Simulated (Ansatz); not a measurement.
Molecule: ZrH2, net charge 0, triplet state. The spin state was set by rule; other spins were not relaxed. 
Coordinates optimised at B3LYP-D3(BJ)/def2-TZVP (Ansatz, a program for electronic structure):
```
Zr
H 1 1.8655
H 1 1.8655 2 119.28
```
Charge 0, spin multiplicity 3.

Basis-set convergence of Hartree-Fock and MP2 correlation energies (hartree) with Ansatz. Cores are frozen in the correlated levels unless marked. UHF or UKS for open shells. Spin-orbit coupling is left out. Frozen are the shells of the preceding noble gas and the d and f shells that filled before the atom's block. Past Kr the def2 sets carry scalar-relativistic core potentials.

```
basis       functions      E(HF)  E(corr, MP2)
----------  ---------  ---------  ------------
def2-SVP           41  -47.59040      -0.06318
def2-TZVPP         84  -47.60806      -0.07934
def2-QZVPP        141  -47.61114      -0.08381
```

Extrapolating the two largest sets (X = 3 and 4) as X^-3: E(corr) = (64·(-0.08381) - 27·(-0.07934))/37 = -0.0871 Eh, an estimate of the basis-set limit. The largest set recovers 96.3 % of it, the smallest 72.6 %.
